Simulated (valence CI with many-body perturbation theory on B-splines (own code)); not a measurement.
**E1 transitions of Ni22+**

Calculated by valence CI with perturbative core correlation (CI+MBPT): four valence electrons over a frozen Dirac-Fock core [He], radial functions for each j: 11 s, 11 p, 10 d, 8 f, 5 g, 2 h, with the one-electron correlation potential Σ1, the two-electron term Σ2, the three-electron term Σ3, Breit, model QED; selected CI, second order for the rest, scaled by the run's own slope (own B-spline code, finite nucleus).

No measured spectrum was set against this ion. As an estimate, levels of excited configurations hold to 0.05 to 0.15 % of their energy, terms of the ground configuration to about 0.5 %. Among the levels kept, up to 1100 cm⁻¹ of a level comes from second order outside the variational space, and about a tenth of that is noise between levels of different J, which matters for small intervals.

Lines 1 to 50 of 545 in falling wavelength, among levels below 101.77 Ry, chosen from the strongest by gf and those to the six lowest levels. Wavelengths and rates use the calculated energies, so an error of 600 cm⁻¹ moves a line at 60.60 nm by 0.36 % and its rate by three times that or more. Electric multipoles are in the length gauge, E1 and E2 with the static RPA response of the core. Weak lines are less certain than strong ones. Lines between different terms over intervals too small for the method are left out, as are lines whose strength nearly cancels. The highest levels of a list are the least certain.

Names give the largest LS component (configuration and term), which can be under half, so a name can repeat, a term be missing and a line seem to break the LS rules; names also repeat where a configuration has a term twice. Letters in brackets count levels of one name in rising energy.

```
λ vac (nm)                Upper                Lower   A (s⁻¹)  S (a.u.) with core polarisation  S without
     60.60          2p3.3p 1F_3         2p3.3s 1D°_2  2.38e+08                         1.83e-01   1.83e-01
     55.37          2p3.3p 3F_2         2p3.3s 3D°_1  4.18e+08                         1.75e-01   1.75e-01
     55.22          2p3.3p 3F_3         2p3.3s 3D°_3  4.88e+08                         2.84e-01   2.84e-01
     52.85          2p3.3p 3F_2         2p3.3s 3D°_2  5.49e+08                         2.00e-01   2.00e-01
     51.42          2p3.3p 3D_3         2p3.3s 1D°_2  8.65e+08                         4.06e-01   4.07e-01
     50.96      2s.2p2.3p 1F°_3       2s.2p2.3s 1D_2  1.14e+09                         5.23e-01   5.23e-01
     50.17   2s.2p2.3d 1F_3 [a]  2s.2p2.3p 3P°_2 [b]  4.59e+08                         2.00e-01   2.00e-01
     50.01      2p3.3p 3P_2 [a]         2p3.3s 3S°_1  8.05e+08                         2.48e-01   2.49e-01
     49.53         2p3.3d 5D°_3          2p3.3p 5P_3  3.94e+08                         1.66e-01   1.66e-01
     49.50          2p3.3p 5P_2         2p3.3s 5S°_2  8.02e+08                         2.40e-01   2.40e-01
     49.39      2s.2p2.3p 3F°_2       2s.2p2.3s 3D_1  7.20e+08                         2.14e-01   2.14e-01
     48.33   2s.2p2.3d 3F_4 [b]  2s.2p2.3p 3D°_3 [b]  5.66e+08                         2.84e-01   2.84e-01
     48.23       2s.2p2.3d 5F_5      2s.2p2.3p 5D°_4  1.26e+09                         7.68e-01   7.68e-01
     47.92         2p3.3d 5D°_4          2p3.3p 5P_3  1.44e+09                         7.02e-01   7.02e-01
     47.66          2p3.3p 3D_2         2p3.3s 3D°_1  9.45e+08                         2.53e-01   2.53e-01
     46.76       2s.2p2.3d 5F_4      2s.2p2.3p 5D°_3  1.37e+09                         6.22e-01   6.22e-01
     46.40       2s.2p2.3d 5D_4      2s.2p2.3p 5D°_4  5.05e+08                         2.24e-01   2.24e-01
     46.03       2s.2p2.3d 5P_2      2s.2p2.3p 5S°_2  7.99e+08                         1.92e-01   1.92e-01
     45.91       2s.2p2.3d 3G_5      2s.2p2.3p 3F°_4  1.52e+09                         7.97e-01   7.97e-01
     45.80  2s.2p2.3p 3D°_2 [a]   2s.2p2.3s 3P_1 [a]  1.23e+09                         2.92e-01   2.92e-01
     45.55   2s.2p2.3d 3D_3 [b]  2s.2p2.3p 3D°_3 [b]  6.46e+08                         2.11e-01   2.11e-01
     45.52          2p3.3p 3F_3         2p3.3s 3D°_2  1.05e+09                         3.42e-01   3.42e-01
     45.41  2s.2p2.3p 3D°_3 [a]   2s.2p2.3s 3P_2 [a]  1.27e+09                         4.10e-01   4.10e-01
     45.15  2s.2p2.3p 3P°_2 [a]   2s.2p2.3s 3P_2 [a]  1.43e+09                         3.25e-01   3.25e-01
     45.05  2s.2p2.3p 3P°_1 [a]   2s.2p2.3s 3P_2 [a]  1.25e+09                         1.69e-01   1.69e-01
     44.99   2s.2p2.3d 5F_3 [a]      2s.2p2.3p 5D°_2  1.49e+09                         4.67e-01   4.67e-01
     44.94   2s.2p2.3d 3F_4 [c]  2s.2p2.3p 3D°_3 [c]  1.38e+09                         5.55e-01   5.55e-01
     44.65   2s.2p2.3d 3F_4 [b]      2s.2p2.3p 1F°_3  3.49e+08                         1.38e-01   1.38e-01
     44.49       2s.2p2.3d 5P_1      2s.2p2.3p 5S°_2  1.20e+09                         1.56e-01   1.56e-01
     44.47   2s.2p2.3d 3F_4 [b]      2s.2p2.3p 3F°_4  4.15e+08                         1.62e-01   1.62e-01
     44.42          2p3.3p 3D_3         2p3.3s 3D°_3  5.54e+08                         1.68e-01   1.68e-01
     44.38   2s.2p2.3d 3D_3 [d]  2s.2p2.3p 3D°_2 [d]  1.22e+09                         3.67e-01   3.67e-01
     44.37   2s.2p2.3d 3D_3 [c]  2s.2p2.3p 3D°_2 [c]  1.48e+09                         4.47e-01   4.47e-01
     44.14      2s.2p2.3p 5P°_3       2s.2p2.3s 5P_3  1.46e+09                         4.34e-01   4.35e-01
     43.99         2p3.3d 3D°_2      2p3.3p 3P_1 [a]  1.30e+09                         2.74e-01   2.74e-01
     43.82       2s.2p2.3d 3G_4      2s.2p2.3p 3F°_3  1.58e+09                         5.90e-01   5.90e-01
     43.53      2s2.2p.3d 3F°_4       2s2.2p.3p 3D_3  1.57e+09                         5.76e-01   5.76e-01
     43.52   2s.2p2.3d 5F_3 [b]      2s.2p2.3p 5D°_3  4.89e+08                         1.39e-01   1.39e-01
     43.50          2p3.3p 3F_4         2p3.3s 3D°_3  2.57e+09                         9.38e-01   9.39e-01
     43.44   2s.2p2.3d 3F_3 [b]  2s.2p2.3p 1D°_2 [a]  8.20e+08                         2.32e-01   2.32e-01
     43.39  2s.2p2.3p 3S°_1 [b]   2s.2p2.3s 3P_2 [b]  1.45e+09                         1.76e-01   1.76e-01
     43.23         2p3.3d 3D°_3      2p3.3p 3P_2 [a]  1.21e+09                         3.39e-01   3.39e-01
     43.15         2p3.3d 5D°_3          2p3.3p 5P_2  9.81e+08                         2.72e-01   2.72e-01
     43.13          2p3.3p 5P_3         2p3.3s 5S°_2  1.84e+09                         5.09e-01   5.09e-01
     43.08         2p3.3d 5D°_2          2p3.3p 5P_2  7.04e+08                         1.39e-01   1.39e-01
     43.00  2s.2p2.3p 3D°_3 [c]   2s.2p2.3s 3P_2 [b]  1.77e+09                         4.86e-01   4.86e-01
     42.86   2s.2p2.3d 1F_3 [b]  2s.2p2.3p 1D°_2 [b]  1.19e+09                         3.23e-01   3.23e-01
     42.69          2p3.3p 1F_3         2p3.3s 3D°_2  1.18e+09                         3.18e-01   3.18e-01
     42.41   2s.2p2.3d 1D_2 [c]  2s.2p2.3p 1P°_1 [c]  1.15e+09                         2.17e-01   2.17e-01
     42.17   2s.2p2.3d 3D_2 [c]  2s.2p2.3p 3P°_1 [c]  1.44e+09                         2.66e-01   2.66e-01
```
